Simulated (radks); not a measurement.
Effect of the nuclear size on neutral iron, [Ar] 3d6 4s2. All-electron calculation, Dirac Kohn-Sham, BLYP, spin-unpolarised, spherical densities, finite nucleus; open shells fill j = l - 1/2 first; Fermi nuclear charge, rms radius 3.7377 fm. Program: a radial shooting solver on a logarithmic mesh with Libxc functionals. The rms radius is varied about that value; shifts are against it.

rms radius (fm),total energy shift (eV),density at nucleus (e/bohr^3),1s1/2 shift (meV),2s1/2 shift (meV),2p1/2 shift (meV),3s1/2 shift (meV)
3.278,-0.0256,1.519e+04,-10.9,-0.977,0.104,-0.137
3.3789,-0.0203,1.517e+04,-8.59,-0.773,0.082,-0.108
3.7377,0,1.511e+04,0.000,0.000,0.000,0.000
3.8573,0.00719,1.508e+04,3.05,0.274,-0.029,0.038
4.2423,0.0318,1.502e+04,13.5,1.21,-0.129,0.170

Slopes of the eigenvalues against <r^2> in GHz/fm^2, as finite differences over the two radii next to the reference (eigenvalue slopes, not the field-shift constants of lines): 1s1/2 813, 2s1/2 73.2, 2p1/2 -7.81, 3s1/2 10.3.
